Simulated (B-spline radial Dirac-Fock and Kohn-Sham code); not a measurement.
## EELS cross sections of the Bi O1 edge

System: the Bi atom, [Xe] 4f14 5d10 6s2 6p3. The computed values come from a radial B-spline solver: the first Born approximation with generalised oscillator strengths from a Dirac-Hartree-Slater potential (longitudinal and transverse terms; continuum final states only, so no white lines or fine structure). The edge is taken at 159.3 eV (tabulated value).

Partial cross sections σ(β, Δ) in barn, integrated over a window Δ above the edge and up to the collection semi-angle β, for parallel illumination:

```
E₀ (kV)  β (mrad)  Δ = 25 eV  Δ = 50 eV  Δ = 100 eV  Δ = 200 eV  Δ = 300 eV
     60         5        254        452         725        1010        1130
     60        10        429        759        1220        1730        1980
     60        50       2700       5000        7600        9680       10400
     80        10        401        708        1130        1620        1860
     80        50       2360       4450        6960        9170        9950
     80       100       2550       4910        8040       11600       13500
    100        10        384        676        1080        1540        1770
    100        20        827       1430        2110        2770        3120
    120        10          ?          ?           ?           ?           ?
    120        50       1860       3570        5770        8010        8900
    200         5        213        382         626         909        1050
    300         5        212        379         616         894        1040
    300        50       1100       2130        3490        5060        5870
    300       100       1100       2130        3490        5070        5880
```

Problem. Give the row for 120 kV and 10 mrad.

Solution. 374 b for 25 eV, 656 b for 50 eV, 1040 b for 100 eV, 1480 b for 200 eV, 1710 b for 300 eV.
